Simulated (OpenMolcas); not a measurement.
## Nb3+: ligand-field states by method

Nb3+ with 6 ligands (water) in octahedral coordination (Th) at 2.08 Å. Ligand basis ANO-RCC-VDZP.
```
Nb    0.0000    0.0000    0.0000
O     2.0800    0.0000    0.0000
H     2.6570    0.7797    0.0000
H     2.6570   -0.7797    0.0000
O     0.0000    2.0800    0.0000
H     0.0000    2.6570    0.7797
H     0.0000    2.6570   -0.7797
O    -2.0800    0.0000    0.0000
H    -2.6570    0.7797    0.0000
H    -2.6570   -0.7797    0.0000
O     0.0000   -2.0800    0.0000
H     0.0000   -2.6570    0.7797
H     0.0000   -2.6570   -0.7797
O     0.0000    0.0000    2.0800
H     0.7797    0.0000    2.6570
H    -0.7797    0.0000    2.6570
O     0.0000    0.0000   -2.0800
H     0.7797    0.0000   -2.6570
H    -0.7797    0.0000   -2.6570
```

```json
{
  "Program": "OpenMolcas",
  "Basis": "ANO-RCC-VTZP [7s6p4d2f1g]",
  "Scalar Hamiltonian": "DKH2, point nucleus",
  "Active space": "2 electrons in 5 orbitals (4d)",
  "State averaging": "2S+1 = 3 even, 10 roots; 2S+1 = 1 even, 15 roots",
  "Spin-orbit coupling": "state interaction with AMFI integrals over the reference wave functions"
}
```

I. CASSCF
II. SS-CASPT2, IPEA 0.25 Eh, imaginary shift 0.1 Eh (closed shells correlated: 4s 4p and the ligand valence shells)

Spin-free states (labels of O, taken over from Oh, the nearest higher group) in cm-1, each column counted from its own energy of the first state listed:

| State | Degeneracy | I | II |
| --- | --- | --- | --- |
| 3T1 | 3 | 0 | 0 |
| 1T2 | 3 | 9676 | 6780 |
| 1E | 2 | 9714 | 7050 |
| 1A1 | 1 | 22168 | 16610 |
| 3T2 | 3 | 28736 | 28700 |
| 3T1 | 3 | 37219 | 34980 |
| 1T2 | 3 | 39517 | 36330 |
| 1T1 | 3 | 41757 | 38140 |
| 3A2 | 1 | 59159 | 59770 |
| 1E | 2 | 69997 | 66990 |
| 1A1 | 1 | 81936 | 75860 |

From I to II, I's first state of the same spin (3T2) moves from 28736 to 28700 cm-1, by about -34 cm-1.

From I to II, I's first state of another spin (1T2) moves from 9676 to 6780 cm-1, by about -2900 cm-1.

I: A least-squares ligand-field fit to the states below 45000 cm-1, each weighted by its degeneracy and with a free common offset, gives 10Dq = 30144 cm-1, B = 670 cm-1 and C = 2622 cm-1 (C/B = 3.91), with an rms deviation of 98 cm-1. The same method and metal basis give the free ion B = 757 cm-1 (fit to its terms below 60000 cm-1, rms deviation 27 cm-1), so the nephelauxetic ratio is β = 670 / 757 = 0.89; it hangs on how both fits weigh the states, and computed free-ion B values tend to be too large, so β mixes covalency with correlation.

II: A least-squares ligand-field fit to the states below 45000 cm-1, each weighted by its degeneracy and with a free common offset, gives 10Dq = 29765 cm-1, B = 507 cm-1 and C = 1828 cm-1 (C/B = 3.61), with an rms deviation of 136 cm-1. The same method and metal basis give the free ion B = 697 cm-1 (fit to its terms below 60000 cm-1, rms deviation 532 cm-1), so the nephelauxetic ratio is β = 507 / 697 = 0.73; it hangs on how both fits weigh the states, and computed free-ion B values tend to be too large, so β mixes covalency with correlation.

From I to II, 10Dq changes by -1 %, B by -24 % and C by -30 %.

χT at 300 K: I 0.49, II 0.48 cm3 K/mol.

Roots that are degenerate in the reference are averaged as groups; the widest CASPT2 spread within a group is 630 cm-1 (the 3-fold group of multiplicity 3 near 28700 cm-1 above the lowest state of its run, II). Shifts and gaps below about the spread of the groups concerned are not significant. Over all roots computed the reference weight is 0.70 in II; a low but even weight reflects the number of correlated electrons. An orbital triplet at a regular site is open to Jahn-Teller coupling, which can distort the site and quench the lowest spin-orbit gaps and is left out. The least metal-like active orbital is 79 % on the metal (Löwdin) and no ligand orbital is active, so the numbers are rough. Ligand-to-metal charge-transfer states are missing. With no ligand orbital active B as a rule stays too high, so bands that hang on it stand too high and its fall with covalency is understated. Without dynamic correlation the repulsion within the d shell is too large (B by tens of per cent), so at a given field states of lower spin stand too high (holds for I). With metal d orbitals alone the field can be off either way by tens of per cent (holds for I). With one d shell and no ligand orbital active, 10Dq can be off by a tenth or more (holds for II). No measured value stands beside these numbers; the geometry is a model, was not optimised and need not be the one that this ion takes.
